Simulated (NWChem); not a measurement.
System: CH6MgSi; SMILES [CH3][Mg][SiH3]

Excerpt of the output:

```
             Northwest Computational Chemistry Package (NWChem) 7.3.0
             --------------------------------------------------------

                             Geometry "geometry" -> ""
                             -------------------------

 Output coordinates in angstroms (scale by  1.889725989 to convert to a.u.)

  No.       Tag          Charge          X              Y              Z
 ---- ---------------- ---------- -------------- -------------- --------------
    1 Mg                  12.0000     0.28345900    -0.64514500    -0.00046400
    2 C                    6.0000     0.35309300    -2.73769800    -0.00045700
    3 H                    1.0000     0.84870800    -3.12950700    -0.89865700
    4 H                    1.0000    -0.65182100    -3.17935000     0.03085700
    5 H                    1.0000     0.90290300    -3.12769400     0.86644500
    6 Si                  14.0000     0.19558400     1.94872200    -0.00047000
    7 H                    1.0000    -1.17750700     2.50142000     0.23280800
    8 H                    1.0000     0.64928900     2.56390400    -1.28920000
    9 H                    1.0000     1.05321800     2.57791600     1.05485700

 Effective nuclear repulsion energy (a.u.)     106.3557054140

                              NWChem Property Module
                              ----------------------

  itol2e modified to match energy
  convergence criterion.

                                 NWChem DFT Module
                                 -----------------

 Summary of "ao basis" -> "ao basis" (spherical)
 ------------------------------------------------------------------------------
       Tag                 Description            Shells   Functions and Types
 ---------------- ------------------------------  ------  ---------------------
 Mg                         pcsseg-1                 8       16   4s4p
 C                          pcsseg-1                 7       17   3s3p1d
 H                          pcsseg-1                 3        5   2s1p
 Si                         pcsseg-1                10       24   4s5p1d

  itol2e modified to match energy
  convergence criterion.

            General Information
            -------------------
          SCF calculation type: DFT
          Wavefunction type:  closed shell.
          No. of atoms     :     9
          No. of electrons :    38
           Alpha electrons :    19
            Beta electrons :    19
          Charge           :     0
          Spin multiplicity:     1
          Use of symmetry is: off; symmetry adaption is: off
          Maximum number of iterations: 150
          AO basis - number of functions:    87
                     number of shells:    43
          Convergence on energy requested:  1.00D-07
          Convergence on density requested:  1.00D-05
          Convergence on gradient requested:  5.00D-04

              XC Information
              --------------
                         PBE0 Method XC Functional
                     Hartree-Fock (Exact) Exchange  0.250
          PerdewBurkeErnzerhof Exchange Functional  0.750
            Perdew 1991 LDA Correlation Functional  1.000 local
           PerdewBurkeErnz. Correlation Functional  1.000 non-local

             Grid Information
             ----------------
          Grid used for XC integration:  fine
          Radial quadrature: Mura-Knowles
          Angular quadrature: Lebedev.
          Tag              B.-S. Rad. Rad. Pts. Rad. Cut. Ang. Pts.
          ---              ---------- --------- --------- ---------
          Mg                  1.50      123          11.0       770
          C                   0.70       70          14.0       590
          H                   0.35       60          14.0       590
          Si                  1.10      123          13.0       770
          Grid pruning is: on
          Number of quadrature shells:   676
          Spatial weights used:  Erf1

      Superposition of Atomic Density Guess
      -------------------------------------

 Sum of atomic energies:        -529.04944865

      Non-variational initial energy
      ------------------------------

 Total energy =    -529.962703
 1-e energy   =    -944.176461
 2-e energy   =     307.858053
 HOMO         =      -0.264920
 LUMO         =      -0.029149

   convergence    iter        energy       DeltaE   RMS-Dens  Diis-err
 ---------------- ----- ----------------- --------- --------- ---------
 d= 0,ls=0.0,diis     1   -530.9126863231 -6.37D+02  9.37D-03  3.67D-01
 d= 0,ls=0.0,diis     2   -530.9215324568 -8.85D-03  5.72D-03  2.01D-01
 d= 0,ls=0.0,diis     3   -530.9477772892 -2.62D-02  1.31D-03  4.35D-02
 d= 0,ls=0.0,diis     4   -530.9535856520 -5.81D-03  3.48D-04  4.54D-04
 d= 0,ls=0.0,diis     5   -530.9536763233 -9.07D-05  6.12D-05  4.02D-05
  Resetting Diis
 d= 0,ls=0.0,diis     6   -530.9536811378 -4.81D-06  1.46D-05  7.11D-07
 d= 0,ls=0.0,diis     7   -530.9536812381 -1.00D-07  4.34D-06  3.36D-08
 d= 0,ls=0.0,diis     8   -530.9536812389 -7.96D-10  1.65D-06  3.53D-08

[...]

          -----------------------------------------
          Chemical Shielding Tensors (GIAO, in ppm)
          -----------------------------------------

                                NWChem CPHF Module
                                ------------------

  scftype          =     RHF
  nclosed          =       19
  nopen            =        0
  variables        =     1292
  # of vectors     =        3
  tolerance        = 0.10D-03
  level shift      = 0.00D+00
  max iterations   =       50
  max subspace     =       30

 SCF residual:    4.8469032225871588E-005

Iterative solution of linear equations
  No. of variables     1292
  No. of equations        3
  Maximum subspace       30
        Iterations       50
       Convergence  1.0D-04

   iter   nsub   residual    time
   ----  ------  --------  ---------
     1      3    6.18D-01      30.6
     2      6    2.46D-02      34.0
     3      9    1.83D-03      37.7
     4     12    1.04D-04      41.0
     5     15    6.67D-06      44.3

      Atom:    1  Mg
        Diamagnetic
    710.3316     -0.0858      0.0000
     -0.0858    712.8679     -0.0001
      0.0000     -0.0001    710.3288

        Paramagnetic
   -461.0987    -15.2303     -0.0022
    -15.2303     -6.9526      0.0028
     -0.0022      0.0028   -461.6165

        Total Shielding Tensor
    249.2329    -15.3161     -0.0021
    -15.3161    705.9152      0.0027
     -0.0021      0.0027    248.7122

           isotropic =     401.2868
          anisotropy =     457.7123

          Principal Components and Axis System
                 1           2           3
              706.4283    248.7203    248.7117

      1        -0.0335      0.9695      0.2429
      2         0.9994      0.0325      0.0081
      3         0.0000     -0.2430      0.9700

      Atom:    2  C
        Diamagnetic
    250.1593     -0.2029      0.0000
     -0.2029    256.2389     -0.0000
      0.0000     -0.0000    250.1522

        Paramagnetic
    -45.2478      0.3583     -0.0002
      0.3583    -56.2910      0.0006
     -0.0002      0.0006    -45.2452

        Total Shielding Tensor
    204.9114      0.1555     -0.0002
      0.1555    199.9479      0.0006
     -0.0002      0.0006    204.9070

           isotropic =     203.2554
          anisotropy =       2.4913

          Principal Components and Axis System
                 1           2           3
              204.9163    204.9070    199.9430

      1         0.9994      0.0150     -0.0313
      2         0.0313      0.0006      0.9995
      3        -0.0150      0.9999     -0.0001

      Atom:    3  H
        Diamagnetic
     27.7852     -2.7828     -5.0977
     -2.7828     29.6147      4.8901
     -5.0977      4.8901     34.1377

        Paramagnetic
      2.6289      0.5614      1.1519
      0.5614      1.6767     -0.9475
      1.1519     -0.9475      1.1846

        Total Shielding Tensor
     30.4141     -2.2214     -3.9458
     -2.2214     31.2913      3.9427
     -3.9458      3.9427     35.3223

           isotropic =      32.3426
          anisotropy =      11.3288

          Principal Components and Axis System
                 1           2           3
               39.8951     28.9119     28.2207

      1        -0.4308      0.1961      0.8809
      2         0.4655      0.8845      0.0308
      3         0.7731     -0.4233      0.4723

      Atom:    4  Si
        Diamagnetic
    880.9007     -0.0788     -0.0001
     -0.0788    883.2199     -0.0001
     -0.0001     -0.0001    880.8976

        Paramagnetic
   -369.8647      0.7700      0.0130
      0.7700   -392.2677      0.0005
      0.0130      0.0005   -369.8171

        Total Shielding Tensor
    511.0360      0.6912      0.0128
      0.6912    490.9522      0.0004
      0.0128      0.0004    511.0805

           isotropic =     504.3562
          anisotropy =      10.0956

          Principal Components and Axis System
                 1           2           3
              511.0866    511.0536    490.9285

      1         0.4312      0.9016     -0.0344
      2         0.0148      0.0310      0.9994
      3         0.9021     -0.4315     -0.0000

      Atom:    5  H
        Diamagnetic
     35.2284     -5.0501     -1.8650
     -5.0501     27.4598      0.8512
     -1.8650      0.8512     24.5448

        Paramagnetic
     -3.0382      1.7660      0.7448
      1.7660      0.1566     -0.2967
      0.7448     -0.2967      1.2127

        Total Shielding Tensor
     32.1903     -3.2841     -1.1202
     -3.2841     27.6164      0.5544
     -1.1202      0.5544     25.7575

           isotropic =      28.5214
          anisotropy =       8.3568

          Principal Components and Axis System
                 1           2           3
               34.0926     25.9036     25.5680

      1         0.8768      0.4505      0.1680
      2        -0.4573      0.8893      0.0026
      3        -0.1483     -0.0791      0.9858
```

Level: PBE0/pcSseg-1, GIAO. Structure relaxed at the B3LYP/6-31G* (spherical d) level. The output numbers the shielded atoms by their place in the input's list. The printed shielding anisotropy is the first printed principal value minus the mean of the other two.

Reconstruct the input file.

This is not unique; one that fits is the input that was run:
```
start job
memory heap 200 mb stack 900 mb global 1100 mb
geometry units angstroms noautosym nocenter noautoz
  Mg     0.283459    -0.645145    -0.000464
  C      0.353093    -2.737698    -0.000457
  H      0.848708    -3.129507    -0.898657
  H     -0.651821    -3.179350     0.030857
  H      0.902903    -3.127694     0.866445
  Si     0.195584     1.948722    -0.000470
  H     -1.177507     2.501420     0.232808
  H      0.649289     2.563904    -1.289200
  H      1.053218     2.577916     1.054857
end
basis spherical
  * library pcsseg-1
end
dft
  xc pbe0
  iterations 150
end
property
  shielding 5 1 2 3 6 7
end
task dft property
```
